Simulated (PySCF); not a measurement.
Constitutional and geometric isomers with formula H6B2Si. Isolated molecules, 0 K electronic values unless said otherwise. One relaxed conformer stands for each flexible species; it need not be the lowest. Strings in code marks are SMILES.

Quantity: electronic energy of isomers of H6B2Si relative to `BB[SiH3]`, in kcal/mol.

Level 1: B3LYP-D3(BJ)/def2-TZVP (PySCF)
Level 2: B3LYP/6-31G* // B3LYP-D3(BJ)/def2-TZVP (PySCF)
Level 3: HF/3-21G // B3LYP-D3(BJ)/def2-TZVP (PySCF)
Level 4: HF/6-31G* // B3LYP-D3(BJ)/def2-TZVP (PySCF)

```csv
species,level 2,level 3,level 4
`B[SiH2]B`,7.58,5.96,5.33
```

Problem. What does level 1 give for each?

Solution. 
- `B[SiH2]B`: 8.80
